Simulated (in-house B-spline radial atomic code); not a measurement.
The numbers below are computed, except where a source is named.
## Stopping and range of 10 keV He in Si

The pair potential comes from two frozen, spherical free-atom densities (PBE, B-spline radial code, scalar-relativistic past argon): electrostatics plus the change in Thomas-Fermi kinetic and Dirac exchange energy where they overlap, the recipe behind the universal ZBL potential, which averages such potentials (from solid-state densities) over many pairs. It is written V = (Z1 Z2 e²/r) φ(r/a), with e² = 14.3996 eV·Å and a = 0.46850 Å/(Z1^0.23 + Z2^0.23); ZBL's fit is φ = 0.18175 e^(−3.1998x) + 0.50986 e^(−0.94229x) + 0.28022 e^(−0.4029x) + 0.02817 e^(−0.20162x). Where φ falls below 4e-4 it is continued as an exponential.

The target is taken as amorphous, with density 2.329 g/cm³ (NSM archive of the Ioffe Institute); channelling is ignored. Masses: He 4.0, Si 28.09 u. Nuclear stopping is S_n = 4π a Z1 Z2 e² M1/(M1 + M2) × s_n(ε), with s_n integrated over impact parameters for each pair. Electronic stopping is Lindhard and Scharff's S_e = Z1^(1/6) 8π e² a0 Z1 Z2/(Z1^(2/3) + Z2^(2/3))^(3/2) × v/v0, with a0 = 0.529177 Å and v = v0 at 24.801 keV/u; it misses the oscillations with Z1 seen in experiment, which reach tens of per cent. Compounds add by atom fraction.

```tsv
target atom	a (Å)	ε at this energy	s_n, this pair	s_n, ZBL potential
Si	0.15577	3.382	0.2261	0.2128
```

Problem. What are the atom density and the stopping powers at entry?

Solution. N = 2.329 × 0.602214/28.09 = 0.04993 atoms/Å³. For Si: S_n = 98.37 × 0.2261 = 22.24 eV·Å², S_e = 0.9500 × √10000 = 95 eV·Å². Averaged over the target's atoms and times N × 10 Å/nm, the ion loses N S_n = 11.1 eV/nm to recoils and N S_e = 47.4 eV/nm to electrons; the nuclear share is 19 %.

Along the track:

```
E (keV)  N S_n (eV/nm)  N S_e (eV/nm)
    0.5           17.8           10.6
    1.5           18.1           18.4
      3           16.5             26
      5           14.5           33.5
    7.5           12.5           41.1
     10           11.1           47.4
```

Problem. Estimate the path length and the projected range.

Solution. With continuous slowing down the path is the integral of dE/(N (S_n + S_e)). Trapezoids over the table give 208 nm, and the stretch below the first row, with stopping taken as √E, adds 2E/(N S) = 35 nm: 243 nm in all, against 231 nm on a fine grid from 5 eV. Deflections shorten the depth: to first order in the energy passed on, N (S_n + S_e) dR_p/dE = 1 − N S_n (M2/M1) R_p/(2E), summed over the target's atoms, and integrating this on the fine grid gives R_p = 102 nm, 0.44 of the path. Lindhard's rule of thumb R/(1 + M2/3M1), with mean M2/M1 = 7.02, gives 69.2 nm; it assumes that nuclear stopping leads, so it comes too short here. On the ZBL potential the same equation gives 106 nm, and the full integral equation, which keeps hard collisions, 109 nm.
